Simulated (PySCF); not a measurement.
Molfile (atoms numbered from 1):
```
C3H7FSi
     RDKit          3D

 12 12  0  0  0  0  0  0  0  0999 V2000
   -0.0546    1.0648   -1.4949 F   0  0  0  0  0  0  0  0  0  0  0  0
   -0.1945    0.2437   -0.4007 C   0  0  0  0  0  0  0  0  0  0  0  0
    1.4654   -0.2747    0.3210 Si  0  0  0  0  0  4  0  0  0  0  0  0
   -1.3928    0.5267    0.4538 C   0  0  0  0  0  0  0  0  0  0  0  0
   -1.3779   -0.6737   -0.4462 C   0  0  0  0  0  0  0  0  0  0  0  0
    2.2709   -1.0014   -0.7039 H   0  0  0  0  0  0  0  0  0  0  0  0
    1.1930   -1.1801    1.4790 H   0  0  0  0  0  0  0  0  0  0  0  0
    2.2243    0.9218    0.7903 H   0  0  0  0  0  0  0  0  0  0  0  0
   -1.9956    1.3814    0.1355 H   0  0  0  0  0  0  0  0  0  0  0  0
   -1.3199    0.3921    1.5370 H   0  0  0  0  0  0  0  0  0  0  0  0
   -1.9732   -0.6199   -1.3612 H   0  0  0  0  0  0  0  0  0  0  0  0
   -1.2937   -1.6737   -0.0110 H   0  0  0  0  0  0  0  0  0  0  0  0
  1  2  1  0
  2  3  1  0
  2  4  1  0
  4  5  1  0
  5  2  1  0
  3  6  1  0
  3  7  1  0
  3  8  1  0
  4  9  1  0
  4 10  1  0
  5 11  1  0
  5 12  1  0
M  END
```

Geometry: PBE0-D3(BJ)/def2-SVP; GIAO absolute shieldings from PySCF 2.14, gas phase, non-relativistic, averaged over equivalent atoms.

At B3LYP/pcSseg-2 (285 basis functions, 35 s wall time on 1 thread of an Arm Neoverse V1, shared host):
| atoms | σ (ppm) |
| --- | --- |
| F1 | 402.3 |
| C2 | 109.0 |
| C4/C5 | 166.8 |
| Si3 | 390.1 |
| H6/H7/H8 | 27.40 |
| H9/H11 | 30.40 |
| H10/H12 | 30.81 |

Problem. What do these become at PBE0/pcSseg-2?

Solution. 
| atoms | σ at PBE0/pcSseg-2 | change |
| --- | --- | --- |
| F1 | 406.2 | +3.9 |
| C2 | 115.5 | +6.5 |
| C4/C5 | 172.0 | +5.2 |
| Si3 | 403.8 | +13.7 |
| H6/H7/H8 | 27.20 | -0.20 |
| H9/H11 | 30.25 | -0.15 |
| H10/H12 | 30.68 | -0.13 |

The largest change is at Si3 (silicon bonded to C, 3 H). Cost: 285 basis functions, 29 s wall time on 1 thread of an Arm Neoverse V1, shared host.
